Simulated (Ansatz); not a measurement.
Start from `C[O][Ti]([F])([F])[F]` and change one atom or group to get `[F][Ti]([F])([F])[SH]`.

Ansatz, PBE0-D4/def2-TZVP geometries, multiplicity 1. Each molecule was computed in one conformer, which needn't be the lowest.

Scalar relativity is left out up to krypton.

```tsv
property	`C[O][Ti]([F])([F])[F]`
size of the dipole moment (ωB97M-V/def2-TZVPP) / D	3.40
LUMO energy (PBE0/def2-TZVPP) / eV	-2.12
HOMO energy (B3LYP/def2-TZVPP) / eV	-9.31
HOMO–LUMO gap (B3LYP/def2-TZVPP) / eV	6.88
size of the dipole moment (B3LYP/def2-TZVPP) / D	3.53
HOMO–LUMO gap (PBE/def2-TZVPP) / eV	4.90
```

**Question.** Give the same properties after the change, and the shifts. (Estimate.)

**Answer.** Computed: 
```csv
property,`[F][Ti]([F])([F])[SH]`,shift
size of the dipole moment (ωB97M-V/def2-TZVPP) / D,0.86,-2.54
LUMO energy (PBE0/def2-TZVPP) / eV,-3.17,-1.05
HOMO energy (B3LYP/def2-TZVPP) / eV,-8.18,1.13
HOMO–LUMO gap (B3LYP/def2-TZVPP) / eV,4.73,-2.15
size of the dipole moment (B3LYP/def2-TZVPP) / D,1.00,-2.53
HOMO–LUMO gap (PBE/def2-TZVPP) / eV,3.04,-1.86
```

With PBE0 the HOMO rises by 1.12 eV and the LUMO falls by 1.05 eV, so the gap narrows by about 2.17 eV. PBE moves the HOMO by 0.78 eV and ωB97M-V by 1.35 eV. The zero-point energy changes by -86.2 kJ/mol with -9 modes. Dipoles are sizes alone; their direction can turn.

Positive LUMOs are unbound, so they and the gaps depend on the basis.

B3LYP here is the variant with VWN-RPA as its local correlation; programs differ in this.
